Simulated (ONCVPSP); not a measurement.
An all-electron radial function and its pseudo partner (I (Z = 53))

Columns: radius, all-electron u(r) and pseudo u(r) of the 4p shell (level -127.57 eV) of iodine in the configuration [Ar] 3d10 4s2 4p6 4d10 5s2 5p5; PBE, scalar-relativistic, ONCV scheme, ONCVPSP 4.0.1.

```csv
r (bohr),all-electron,pseudo
0.075,0.4339,0.0361
0.150,-0.3233,0.1395
0.225,-0.7256,0.2979
0.300,-0.5041,0.4922
0.375,0.0083,0.6991
0.450,0.5316,0.8947
0.525,0.9323,1.0573
0.600,1.1795,1.1716
0.675,1.2878,1.2289
0.750,1.2923,1.2298
0.825,1.2277,1.1815
0.900,1.1232,1.0959
0.975,0.9997,0.9867
1.050,0.8719,0.8670
1.125,0.7486,0.7473
1.200,0.6351,0.6349
1.275,0.5336,0.5335
1.350,0.4448,0.4447
1.425,0.3685,0.3684
1.500,0.3037,0.3036
1.575,0.2493,0.2492
1.650,0.2038,0.2038
1.725,0.1662,0.1662
1.800,0.1352,0.1351
1.875,0.1097,0.1097
1.950,0.0888,0.0888
```

Problem. How many radial nodes do the two functions have?

Solution. The all-electron 4p function has n − l − 1 = 2; the pseudo-wave has 0, since the states of the same l below it are removed with the core.

Problem. At about which radius was the pseudo-wave matched?

Solution. 1.40 bohr. The columns agree to 0.0005 from 1.20 bohr on; several derivatives are matched, so the curves merge somewhat inside the radius.

Problem. Is the pseudo-wave norm-conserving?

Solution. Yes: the ONCV scheme keeps the norm inside the radius equal to the all-electron one, which fixes the energy derivative of the logarithmic derivative at the level.
